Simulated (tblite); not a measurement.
Compound: C7H10P (charge -1).
Geometry (GFN2-xTB, Å), atoms numbered from 1 in this order:
```
atom  x, y, z in Å
C1    -2.6947    0.8980   -0.0800
C2    -2.0919   -0.4660    0.2628
C3    -0.6654   -0.5677   -0.1925
C4     0.4035   -0.0253    0.4934
C5     1.6337   -0.2129   -0.1523
C6     2.9474    0.2656    0.3958
C7     1.4913   -0.9001   -1.3390
P8    -0.1617   -1.3338   -1.6913
H9    -3.7355    0.9675    0.2460
H10   -2.6503    1.0518   -1.1565
H11   -2.1240    1.6917    0.4000
H12   -2.1489   -0.6177    1.3491
H13   -2.6886   -1.2464   -0.2185
H14    0.3005    0.4875    1.4449
H15    2.9013    1.3263    0.6582
H16    3.2226   -0.2861    1.3007
H17    3.7421    0.1287   -0.3384
H18    2.3098   -1.1546   -2.0009
```

Calculated harmonic vibrations of the isolated species, GFN2-xTB (tblite), most abundant isotopes, no scaling. Errors from tens to a few hundred cm⁻¹ against measured bands are possible. One conformer, not necessarily the lowest.

Harmonic wavenumbers (cm⁻¹): 37.4, 44.0, 123.4, 189.2, 222.5, 261.5, 311.6, 345.9, 471.6, 522.9, 542.3, 575.6, 727.4, 730.5, 773.7, 819.7, 901.2, 965.1, 989.6, 998.4, 1026.1, 1051.0, 1071.5, 1138.3, 1175.6, 1212.8, 1266.3, 1319.8, 1391.2, 1392.8, 1425.0, 1431.8, 1486.7, 1502.5, 1504.2, 1509.1, 1514.7, 1529.9, 2879.9, 2915.2, 2943.2, 2945.3, 2953.2, 2977.7, 2989.2, 3005.5, 3011.6, 3024.3.

A = 2937, B = 1237, C = 937.4 MHz; mass 125.052 u (most abundant isotopes); point group C1, symmetry number 1.

Zero-point energy?

½Σν̃ = 32074 cm⁻¹ = 91.70 kcal/mol.

Entropy at 273.15 K, 1 bar (ideal gas, RRHO, classical rotation)?

Translation 39.98, rotation 28.67, vibration 24.01: S = 92.7 cal/(mol K).

And Cp and H(273.15 K) − H(0)?

Cp = 32.22 cal/(mol K), of which vibrations give 24.27 (their classical limit is 48 R = 95.4); H(273.15 K) − H(0) = 5.51 kcal/mol without the zero-point energy, 3.34 from vibrations.

Blend soft modes into free rotors: weight 1/[1 + (100 cm⁻¹/ν̃)⁴] for the oscillator and the rest for a rotor with moment μB/(μ + B), μ = h/(8π²ν), B = 10⁻⁴⁴ kg m². What vibrational entropy results?

21.23 cal/(mol K) in place of 24.01, which changes −T·S at 273.15 K by +0.76 kcal/mol.

Which modes carry the vibrational entropy at 273.15 K?

37.4 cm⁻¹: 5.22; 44.0 cm⁻¹: 4.90; 123.4 cm⁻¹: 2.88; 189.2 cm⁻¹: 2.07; 222.5 cm⁻¹: 1.78; 261.5 cm⁻¹: 1.50 cal/(mol K); the other 42 give 5.66 together.

Hindered rotation and anharmonicity are outside this model. Other conformers, if any are populated, would add a mixing term that is left out. The structure is chiral; the term R ln 2 for an equal mix with its mirror image is left out.
